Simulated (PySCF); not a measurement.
Species: C4H9FOSi.
Structure used (GFN2-xTB), in Å, numbered top down from 1:
```
atom  x, y, z in Å
C1     2.1308   -0.3040    0.2015
C2     0.7267   -0.0311    0.7194
C3    -0.3139   -0.9888    0.1303
C4    -1.6719   -0.2949    0.1981
F5    -2.5198   -0.8067   -0.7722
Si6   -1.1861    1.5540   -0.0376
O7     0.3627    1.3026    0.3968
H8     2.4292   -1.3179    0.4542
H9     2.8330    0.3956    0.6464
H10    2.1570   -0.1805   -0.8782
H11    0.7188   -0.1093    1.8152
H12   -0.0852   -1.1627   -0.9234
H13   -0.2994   -1.9465    0.6506
H14   -2.1725   -0.4938    1.1519
H15   -1.2710    1.9738   -1.4283
H16   -1.8459    2.4190    0.9315
```

Probes without a nucleus sit at each ring's centroid and 1 Å off its mean plane on both sides; NICS is minus the shielding there, NICSzz its component along the normal. Level: GIAO PBE0/pcSseg-1 (PySCF, non-relativistic, gas phase) on the GFN2-xTB geometry, one conformer.

Ring bond lengths (Å), with Mayer bond orders in brackets: C2–C3 1.532 (1.00), C3–C4 1.526 (1.01), C4–Si6 1.926 (0.86), Si6–O7 1.628 (1.01), O7–C2 1.420 (0.85).

Q: What do the NICS probes read (ppm)?

A: 
| ring | type | NICS(0) | NICS(1), two faces | NICS(1)zz, two faces | rms pucker (Å) | centre to ring atoms, mean (Å) |
| --- | --- | --- | --- | --- | --- | --- |
| C2–C3–C4–Si6–O7 | 5-membered ring with O and Si; formal bonds all single | -5.4 | -3.6 / -2.4 | -4.1 / -0.4 | 0.15 | 1.35 |

Q: What do they say, and how far can they be read as aromaticity?

A: 
- C2–C3–C4–Si6–O7: mean NICS(1)zz -2.2 ppm, near zero. C2, C3, C4, Si6 have four or more neighbours, so the value isn't read as a sign of a π ring current. The two faces differ by 3.7 ppm, so no symmetry operation interchanges them.

Q: How shielded are the nuclei of the rings and their hydrogens (means over atoms taken as equivalent)?

A: 
```tsv
atoms	environment	σ isotropic (ppm)	principal values of the symmetric part, first atom (ppm)
C2	sp3 carbon bound to oxygen	110.9	70.7, 103.2, 159.0
C3	ring CH2 carbon	141.1	112.9, 143.9, 166.5
C4	sp3 C–F carbon	93.3	41.6, 79.7, 158.6
Si6	oxygen-bound silicon	360.2	328.3, 332.0, 420.3
O7	silyl ether oxygen	281.4	249.8, 268.1, 326.2
H11	methine hydrogen	27.57	24.7, 25.7, 32.3
H12	methylene hydrogen	29.82	26.2, 30.2, 33.0
H13	methylene hydrogen	29.18	25.4, 28.1, 34.0
H14	methine hydrogen	26.10	23.1, 27.0, 28.2
H15	Si–H hydrogen	26.70	23.4, 24.5, 32.2
H16	Si–H hydrogen	26.79	23.3, 24.4, 32.6
```

Rough CPU time on one thread of a shared machine: about 80 s (with the writing of density and orbital grids). This is the whole shielding run at PBE0/pcSseg-1, SCF included.
